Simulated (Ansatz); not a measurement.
Reaction (formal exchange of groups at the Si–Si bond): `C[Si](C)(O)[SiH3]` + `C=C(N)Cl` → `C[Si](C)(O)Cl` + `C=C(N)[SiH3]`

Computed with Ansatz on PBE0-D4/def2-TZVP structures; ΔE is electronic, products minus reactants. CCSD(T)/CBS adds triple-zeta CCSD(T) − MP2 to the extrapolated MP2 energy (def2 sets, frozen cores). DFT in def2-TZVPP. One conformer a species, not always the lowest.

```json
{"level": "PBE0-D4", "ΔE (kJ/mol)": "-163.1"}
{"level": "PBE0", "ΔE (kJ/mol)": "-162.9"}
{"level": "CCSD(T)/def2-TZVPP", "ΔE (kJ/mol)": "-174.7"}
{"level": "MP2/CBS(def2)", "ΔE (kJ/mol)": "-186.2"}
```

Problem. What does CCSD(T)/CBS give? (An estimate is asked.)

Solution. The calculation gave: -177.7 kJ/mol. The listed levels differ from it by 14.6, 14.8, 3.0, -8.5 kJ/mol.

Largest T1 diagnostic among the species: 0.012.

From PBE to PBE0 (25 % exact exchange), in def2-TZVPP and without D4, ΔE moves by −9.8 kJ/mol. In def2-TZVPP, CCSD(T) changes the Hartree–Fock value by +18.5 kJ/mol (the triples alone add +3.0 kJ/mol) and MP2 by +10.0 kJ/mol.
